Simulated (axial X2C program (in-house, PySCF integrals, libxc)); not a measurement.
## What spin–orbit coupling does to WP

Computed with an in-house all-electron X2C program for linear molecules (integrals from PySCF). Spin-free means the one-electron spin-free X2C Hamiltonian; two-component (2c) means X2C with spin–orbit coupling and atomic mean-field two-electron Coulomb and Gaunt terms, so the difference of the two also holds small scalar two-electron terms. Basis: W dyall-cv3z [13s14p9d7f4g], P dyall-v3z [8s7p2d1f] (cores contracted in-house); Gaussian nuclei, density fitting, unrestricted open shells. Masses: W 183.951 u, P 30.974 u.

Spin-free state: M_S = 3/2, Λ = 0 (beyond evenly filled blocks: σα, δ+α, δ-α); fragments W + P.

| level | Re (Å) | ωe (cm⁻¹) | μ (D) |
| --- | --- | --- | --- |
| PBE0 | 2.116 | 500.4 | -3.72 |
| HF | 2.383 | 294.7 | -4.09 |
| BHandHLYP | 2.125 | 463.6 | -4.03 |

Dipoles are positive if P is the positive end.

Two-component determinant lowest at the distance of the search:

Ω = 3/2 (⟨Sz⟩ = 1.49, ⟨Lz⟩ = 0.01 at PBE0); fragments W + P.

```
    level  Re (Å)  ωe (cm⁻¹)  μ (D)
     PBE0   2.118      496.1  -3.71
       HF   2.384      294.5  -4.06
BHandHLYP   2.129      457.7  -4.01
```

Question: From the two tables, how do the constants change at the PBE0 level (2c against spin-free)?

Answer: At the PBE0 level Re goes up by 0.002 Å and ωe goes down by 4.3 cm⁻¹.

One determinant describes the state; a PBE0 search over occupations chose it and may have missed a lower one. De is not given where an atomic determinant may have missed its ground term or J level, or where the truncated virtual space spoils (T). Density functionals use the spin component along the axis (collinear). PBE0 can misorder states that lie within some tenths of an eV, so this need not be the ground state of the molecule. The nearest other spin-free determinant of the search, M_S = 1/2, Λ = 2, lies 0.96 eV up at the distance of the search. The functionals have no current-density term, which raises determinants with orbital currents, atoms included. With several unpaired electrons one determinant need not be a pure state. This is the top spin component of a Σ state; components of lower Ω are not single determinants and can lie lower. The determinant is spin-polarised beyond a pure state at some levels (its spin-free form has ⟨S²⟩ too high), which makes Re and μ there less reliable.
